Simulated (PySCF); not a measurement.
A PySCF script (with the pyscf-properties extension) for the NMR shieldings of `S(C)/C=C/[SiH2]S[SiH3]`, C3H10S2Si2, on a GFN2-xTB geometry:

```python
import basis_set_exchange as bse
import numpy as np
from pyscf import gto, dft
from pyscf.prop import nmr

atoms = """
C     3.568073    1.190417   -0.872346
S     3.219072   -0.551396   -0.482683
C     1.495613   -0.459022   -0.227581
C     0.726118   -1.492802    0.109142
Si   -1.115461   -1.365775    0.366375
S    -1.611460    0.710622    0.030573
Si   -3.715057    0.784083    0.405091
H     4.629244    1.258133   -1.089395
H     2.988570    1.489781   -1.740681
H     3.323679    1.809001   -0.013851
H     1.082359    0.528305   -0.368734
H     1.185988   -2.462535    0.241081
H    -1.882178   -2.157112   -0.595206
H    -1.522435   -1.699730    1.730656
H    -4.377909   -0.148224   -0.498675
H    -4.047556    2.171012    0.136307
H    -3.953658    0.407273    1.792808
"""
names = dict.fromkeys(["C", "S", "Si", "H"], "pcSseg-1")
basis = {el: gto.basis.parse(bse.get_basis(n, elements=[el], fmt="nwchem")) for el, n in names.items()}
mol = gto.M(atom=atoms, basis=basis, charge=0, verbose=0)
mf = dft.RKS(mol, xc="PBE0")
mf.grids.level = 2
mf.grids.alignment = dft.numint.BLKSIZE   # the property module wants whole blocks of grid points
mf.conv_tol = 1e-9
mf.kernel()

calc = nmr.RKS(mf)   # GIAO
C = mf.mo_coeff
Co = C[:, mf.mo_occ > 0]
resp = mf.gen_response(singlet=True, hermi=2)
def vind(x):   # induced exchange potential for any number of trial vectors
    d = np.einsum("pi,xij,qj->xpq", C, 2 * x.reshape(-1, C.shape[1], Co.shape[1]), Co, optimize=True)
    return np.einsum("xpq,pi,qj->xij", resp(d - d.transpose(0, 2, 1)), C, Co, optimize=True).ravel()
mo1, _ = nmr.rhf.solve_mo1(calc, with_cphf=vind)
sigma = calc.kernel(mo1)
for i, s in enumerate(sigma):   # ppm
    print("%2d %-2s %9.2f" % (i, mol.atom_pure_symbol(i), np.trace(s) / 3))
```

Problem. What are the results?

Solution. 
```
 0 C     165.53
 1 S     452.89
 2 C      23.94
 3 C      73.55
 4 Si    383.47
 5 S     853.98
 6 Si    408.74
 7 H      29.77
 8 H      29.18
 9 H      29.12
10 H      24.82
11 H      26.06
12 H      26.61
13 H      26.63
14 H      27.03
15 H      26.99
16 H      27.03
```

These numbers come from an equivalent density-fitted implementation of the same equations, which agrees with the script to about 0.01 ppm for H and up to a few tenths of a ppm for heavy atoms, so last digits may differ.

Problem. Turn these shieldings into chemical shifts. Scale: 13C (σ = 186.93 ppm), 29Si (σ = 349.16 ppm), 1H (σ = 31.72 ppm) vs TMS; CS2 for 33S (σ = 503.73 ppm) (reference shieldings calculated alike).

Solution. Averaging equivalent atoms: C 2: 163.0; C 3: 113.4; C 0: 21.4; S 1: 51; S 5: -350; Si 4: -34.3; Si 6: -59.6; H 10: 6.90; H 11: 5.66; H 12/13: 5.09; H 14/15/16: 4.70; H 7/8/9: 2.36 ppm. 

Size and cost of the density-fitted run: 197 basis functions, 48 s wall time on 1 thread of an Arm Neoverse V1, shared host; peak memory 0.86 GiB.
